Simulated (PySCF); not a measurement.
Job file and geometry (Å, from GFN2-xTB) of an NMR shielding run on `CO[Si@H](CCl)[SiH2][SiH2]Cl`, C2H10Cl2OSi3, PySCF 2.14.0, density-fitted response routines, GIAO PBE0/pcSseg-1 NMR shielding, non-relativistic, gas phase; density fitting, a coarse starting grid and PySCF grid level 2 are the driver's defaults:

```
$ OMP_NUM_THREADS=1 python probes_run.py task.json out

{"job": {"kind": "nmr", "xc": "PBE0", "basis": "pcSseg-1"}, "charge": 0, "multiplicity": 1}
C     -2.551869    -1.634319    -0.279856
O     -1.955831    -0.389762    -0.490475
Si    -0.909331     0.395343     0.474689
C     -0.654450     1.990832    -0.541648
Cl     0.655152     2.919037     0.227670
Si     1.087936    -0.737497     0.771528
Si     2.956571     0.245568    -0.205123
Cl     4.432821    -1.138594    -0.379602
H     -3.268324    -1.579625     0.542206
H     -1.801499    -2.390308    -0.037962
H     -3.072735    -1.918683    -1.194240
H     -1.590054     0.791428     1.719307
H     -1.525803     2.639399    -0.558447
H     -0.345233     1.808366    -1.567559
H      0.929050    -2.128478     0.294047
H      1.321932    -0.939166     2.213605
H      2.738342     0.735916    -1.568389
H      3.544566     1.336863     0.568593
```

Problem. What does the program print?

Solution. 
```
coarse grid: 17584 points
cycle   1  E = -1945.3239302477  dE =  6.286e-01  |g| = 6.872e-01  |ddm| = 3.800e+00
cycle   2  E = -1945.1756536464  dE =  1.483e-01  |g| = 1.118e+00  |ddm| = 1.835e+00
cycle   3  E = -1945.4138516166  dE = -2.382e-01  |g| = 1.043e-01  |ddm| = 1.325e+00
cycle   4  E = -1945.4159036425  dE = -2.052e-03  |g| = 3.778e-02  |ddm| = 1.550e-01
cycle   5  E = -1945.4162210055  dE = -3.174e-04  |g| = 7.122e-03  |ddm| = 5.257e-02
cycle   6  E = -1945.4162328706  dE = -1.187e-05  |g| = 2.421e-03  |ddm| = 1.130e-02
cycle   7  E = -1945.4162343601  dE = -1.490e-06  |g| = 6.069e-04  |ddm| = 2.831e-03
final grid: 146616 points
cycle   8  E = -1945.4695892917  dE = -2.871e-05  |g| = 1.021e-02  |ddm| = 2.100e-02
cycle   9  E = -1945.4695721034  dE =  1.719e-05  |g| = 1.383e-02  |ddm| = 1.552e-02
cycle  10  E = -1945.4696076278  dE = -3.552e-05  |g| = 1.578e-03  |ddm| = 1.039e-02
cycle  11  E = -1945.4696080546  dE = -4.268e-07  |g| = 3.498e-04  |ddm| = 1.702e-03
cycle  12  E = -1945.4696080815  dE = -2.688e-08  |g| = 7.452e-05  |ddm| = 3.675e-04
cycle  13  E = -1945.4696080827  dE = -1.179e-09  |g| = 2.504e-05  |ddm| = 8.775e-05
cycle  14  E = -1945.4696080828  dE = -1.514e-10  |g| = 4.884e-06  |ddm| = 2.463e-05
converged SCF energy = -1945.4696080828

GIAO shielding tensors (ppm)
atom      isotropic    diamagn.    paramagn.     s11        s22        s33       span
  0 C      133.365     242.525    -109.160    106.536    108.071    185.487     78.951
  1 O      327.757     398.793     -71.036    269.897    345.253    368.123     98.226
  2 Si     355.156     880.151    -524.995    289.250    356.994    419.225    129.975
  3 C      154.944     255.280    -100.336    131.831    139.514    193.488     61.657
  4 Cl     975.381    1147.772    -172.391    880.772    957.200   1088.172    207.400
  5 Si     481.075     882.097    -401.021    464.450    473.261    505.515     41.065
  6 Si     380.969     876.650    -495.681    319.761    373.219    449.926    130.165
  7 Cl    1029.330    1146.609    -117.279    966.270   1051.468   1070.253    103.983
  8 H       28.096      27.550       0.546     23.979     25.309     34.998     11.019
  9 H       28.046      29.717      -1.671     23.034     27.398     33.707     10.673
 10 H       27.747      27.537       0.210     23.297     25.210     34.734     11.437
 11 H       26.490      29.800      -3.310     23.415     24.784     31.270      7.855
 12 H       28.428      30.039      -1.611     22.285     27.420     35.579     13.293
 13 H       28.791      32.350      -3.559     24.295     27.385     34.693     10.398
 14 H       28.082      30.590      -2.509     23.743     27.328     33.174      9.430
 15 H       28.298      29.623      -1.325     24.663     26.188     34.043      9.381
 16 H       26.366      28.771      -2.405     20.959     27.347     30.792      9.833
 17 H       26.279      27.906      -1.627     20.781     27.319     30.738      9.957
```

Problem. Turn these shieldings into chemical shifts. Scale: ¹³C (σ = 186.93 ppm), ²⁹Si (σ = 349.16 ppm), ¹H (σ = 31.72 ppm) vs TMS; H2O for ¹⁷O (σ = 336.08 ppm); HCl for ³⁵Cl (σ = 949.78 ppm) (reference shieldings calculated alike).

Solution. Averaging equivalent atoms: C 0: 53.6; C 3: 32.0; O 1: 8.3; Si 2: -6.0; Si 6: -31.8; Si 5: -131.9; Cl 4: -26; Cl 7: -80; H 17: 5.44; H 16: 5.35; H 11: 5.23; H 8/9/10: 3.75; H 14: 3.64; H 15: 3.42; H 12: 3.29; H 13: 2.93 ppm. Experimental scales use liquid or dissolved standards, which lie at an offset from isolated H2O (liquid H2O: subtract about 36 ppm).

Size and cost of the density-fitted run: 221 basis functions, 93 s wall time on 1 thread of an Arm Neoverse N1, shared host; peak memory 1.1 GiB.
